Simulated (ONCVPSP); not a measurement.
# An all-electron radial function and its pseudo partner (arsenic (As))

Columns: radius, all-electron u(r) and pseudo u(r) of the 3s shell (level -191.17 eV) of arsenic in the configuration [Ne] 3s2 3p6 3d10 4s1.5 4p3.5; PBE, scalar-relativistic, ONCV scheme, ONCVPSP 4.0.1.

```json
{"r (bohr)": "0.057", "all-electron": "0.0296", "pseudo": "0.1563"}
{"r (bohr)": "0.115", "all-electron": "-0.7119", "pseudo": "0.3251"}
{"r (bohr)": "0.172", "all-electron": "-0.6765", "pseudo": "0.5056"}
{"r (bohr)": "0.230", "all-electron": "-0.1811", "pseudo": "0.7015"}
{"r (bohr)": "0.288", "all-electron": "0.4077", "pseudo": "0.8985"}
{"r (bohr)": "0.345", "all-electron": "0.8891", "pseudo": "1.0768"}
{"r (bohr)": "0.402", "all-electron": "1.2154", "pseudo": "1.2222"}
{"r (bohr)": "0.460", "all-electron": "1.3943", "pseudo": "1.3221"}
{"r (bohr)": "0.518", "all-electron": "1.4490", "pseudo": "1.3650"}
{"r (bohr)": "0.575", "all-electron": "1.4180", "pseudo": "1.3522"}
{"r (bohr)": "0.632", "all-electron": "1.3335", "pseudo": "1.2925"}
{"r (bohr)": "0.690", "all-electron": "1.2165", "pseudo": "1.1959"}
{"r (bohr)": "0.747", "all-electron": "1.0883", "pseudo": "1.0799"}
{"r (bohr)": "0.805", "all-electron": "0.9558", "pseudo": "0.9532"}
{"r (bohr)": "0.862", "all-electron": "0.8307", "pseudo": "0.8301"}
{"r (bohr)": "0.920", "all-electron": "0.7129", "pseudo": "0.7126"}
{"r (bohr)": "0.977", "all-electron": "0.6084", "pseudo": "0.6082"}
{"r (bohr)": "1.035", "all-electron": "0.5143", "pseudo": "0.5141"}
{"r (bohr)": "1.092", "all-electron": "0.4336", "pseudo": "0.4335"}
{"r (bohr)": "1.150", "all-electron": "0.3627", "pseudo": "0.3626"}
{"r (bohr)": "1.208", "all-electron": "0.3022", "pseudo": "0.3021"}
{"r (bohr)": "1.265", "all-electron": "0.2518", "pseudo": "0.2517"}
{"r (bohr)": "1.322", "all-electron": "0.2091", "pseudo": "0.2091"}
{"r (bohr)": "1.380", "all-electron": "0.1727", "pseudo": "0.1726"}
{"r (bohr)": "1.438", "all-electron": "0.1423", "pseudo": "0.1423"}
{"r (bohr)": "1.495", "all-electron": "0.1175", "pseudo": "0.1174"}
```

Question: How many radial nodes do the two functions have?

Answer: The all-electron 3s function has n − l − 1 = 2; the pseudo-wave has 0, since the states of the same l below it are removed with the core.

Question: At about which radius was the pseudo-wave matched?

Answer: 0.95 bohr, where the columns begin to agree (steps of 0.06 bohr).

Question: Is the pseudo-wave norm-conserving?

Answer: Yes: the ONCV scheme keeps the norm inside the radius equal to the all-electron one, which fixes the energy derivative of the logarithmic derivative at the level.
